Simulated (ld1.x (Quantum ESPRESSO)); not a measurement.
## Plane-wave convergence, TM potential for carbon (C)

```json
{"Element": "carbon", "Generator": "ld1.x (Quantum ESPRESSO) 7.5", "Type": "norm-conserving Troullier–Martins (Kleinman–Bylander form)", "Functional": "PW91", "Relativity": "scalar-relativistic", "Frozen core": "[He]", "Valence charge": "4", "Reference configuration": "2s2 2p1 (charge +1)", "Partial waves": "2p (bound): rc 1.45 bohr; 3d channel at -0.05 Ry: rc 1.55 bohr; 2s (bound): rc 1.25 bohr", "Local potential": "the s channel", "Core correction": "none"}
```

The pseudo-atom Hamiltonian at the reference potential is diagonalised in spherical Bessel functions j_l(qr) that vanish at 20 bohr, with q² up to the cutoff. All-electron valence levels (Ry): 2p -1.2553, 2s -1.8975.

Q: How do the lowest levels (Ry) of each channel move with the cutoff, and are there ghosts?

A:

| cutoff (Ry) | p #1 | d #1 | s #1 | f #1 | f #2 | Σ f·Δε (mRy) |
| --- | --- | --- | --- | --- | --- | --- |
| 8 | -0.9049 | -0.1478 | -1.8030 | -0.0413 | 0.0691 | 539.4 |
| 18 | -1.1217 | -0.1486 | -1.8621 | -0.0413 | 0.0691 | 204.5 |
| 30 | -1.2233 | -0.1487 | -1.8913 | -0.0413 | 0.0691 | 44.4 |
| 50 | -1.2542 | -0.1487 | -1.8954 | -0.0413 | 0.0691 | 5.4 |
| 70 | -1.2551 | -0.1487 | -1.8967 | -0.0413 | 0.0691 | 2.0 |
| 110 | -1.2553 | -0.1487 | -1.8975 | -0.0413 | 0.0691 | 0.2 |
| 400 | -1.2553 | -0.1487 | -1.8975 | -0.0413 | 0.0691 | 0.0 |

Result: no extra level below or beside the all-electron valence levels (p, d, s, f tested); 10 mRy is reached at 45 Ry and 1 mRy at 90 Ry.
